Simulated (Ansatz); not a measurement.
AlH$_{5}$OSn (`[OH][SnH2][AlH2]`) at its PBE0-D4/def2-TZVP geometry, where that method's forces vanish. The species carries charge 0 and has multiplicity 1. Sn takes the def2 core potential.

```xyz
8

O    -0.7558    1.0162   -1.7539
Sn    0.6979    0.2943   -0.6111
Al   -0.3606   -0.6323    1.6615
H    -1.4468    0.3729   -1.9250
H     1.5251   -0.8853   -1.5529
H     1.7141    1.6614   -0.4753
H    -1.8814   -1.0865    1.6712
H     0.5076   -0.7407    2.9855
```

Q: What forces (eV/Å) does r2SCAN-D4/def2-TZVPP give on these atoms in Ansatz 0.2.0? (Estimate.)

A: The calculation gave: 
```
O1  -0.045  0.122 -0.091
Sn2  0.051 -0.092  0.151
Al3 -0.001 -0.007  0.005
H4  -0.023 -0.049  0.008
H5   0.017  0.009 -0.024
H6  -0.006  0.006 -0.034
H7   0.029  0.011  0.004
H8  -0.022  0.000 -0.020
```
